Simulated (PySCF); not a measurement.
Non-relativistic, averaged over atoms made equivalent by symmetry, fast rotation or ring inversion, gas phase, single conformer. σ from GIAO-PBE0/pcSseg-1; coordinates at the GFN2-xTB level; PySCF 2.14.

Referencing at the same level of theory: TMS for 1H (31.72 ppm) and 13C (186.93 ppm). Shifts are as computed. Against solution values, carbons near 30 ppm lie about +3 ppm off and those near 130 ppm about +5 ppm. Of 1309 compounds with measured shifts, 239 miss one by over three times the rms of a fit or turn the order of signals round; such compounds aren't used in these exercises.

Question: Order these molecules by the shift of their most deshielded carbon-bound hydrogen, lowest δ first.
A. C[C@H]([SiH3])C#N
B. F[Si@@H]1[SiH2][SiH2][Si@H]1C1CCC1
C. C=C(C)[Si@@]1(F)[SiH2][SiH2][Si@@H]1C

Answer: A (1.86 ppm, hydrogen on an sp3 CH bonded to Si, α to a nitrile), B (2.57 ppm, hydrogen on an sp3 CH2 in a ring), C (6.17 ppm, hydrogen on a terminal =CH2 carbon).

Question: Order these molecules by the shift of their most deshielded carbon, lowest δ first.
A. F[Si@@H]1[SiH2][SiH2][Si@H]1C1CCC1
B. C=C(C)[Si@@]1(F)[SiH2][SiH2][Si@@H]1C
C. C[C@H]([SiH3])C#N

Answer: A (27.4 ppm, sp3 CH2 in a ring), C (126.4 ppm, nitrile carbon), B (151.3 ppm, fully substituted alkene carbon).

Question: How many 13C and 1H signals does each give (equivalence by symmetry and fast rotation, but not about amide C–N or C=N bonds)? `C[C@H]([SiH3])C#N`, `C=C(C)[Si@@]1(F)[SiH2][SiH2][Si@@H]1C`, `CC1=CO[SiH2]O1`, `F[Si@@H]1[SiH2][SiH2][Si@H]1C1CCC1`

Answer: C[C@H]([SiH3])C#N: 3 C, 3 H; C=C(C)[Si@@]1(F)[SiH2][SiH2][Si@@H]1C: 4 C, 9 H; CC1=CO[SiH2]O1: 3 C, 3 H; F[Si@@H]1[SiH2][SiH2][Si@H]1C1CCC1: 4 C, 13 H.
